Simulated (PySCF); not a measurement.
CH3F3Ge: core ionisation energies

Species: GeMeF3, CH₃F₃Ge.
Bonds: Ge1–C2, Ge1–F6, Ge1–F7, Ge1–F8. Hydrogens: H3, H4, H5 on C2.

Method: delta-SCF UKS SCAN, pcX-2 on the ionised atom, pcseg-1 elsewhere, spin-free X2C in PySCF 2.14.0. These are vertical core ionisation energies against the vacuum level, from separate self-consistent calculations with and without the core hole.

Question: Give the core binding energies atom by atom.

Answer: 
```json
{"atom(s)": "F6/F7/F8", "bonded to": "Ge", "level": "F 1s", "binding energy (eV)": "692.30", "count": "3"}
{"atom(s)": "C2", "bonded to": "3 H and Ge", "level": "C 1s", "binding energy (eV)": "292.08", "count": "1"}
```

Question: Which effective nuclear charge Zeff reproduces each element's mean 1s value in the hydrogen-like formula E = 13.606 eV × Zeff²?

Answer: C (Z = 6): mean 292.1 eV, Zeff = 4.63, Z − Zeff = 1.37; F (Z = 9): mean 692.3 eV, Zeff = 7.13, Z − Zeff = 1.87. Means run over the listed sites, weighted by atom count.

Atoms equivalent by their bonding share one computed value, that of the first of them. No level of germanium is listed. Isolated species at its PBE0-D3(BJ)/def2-SVP geometry, gas phase.
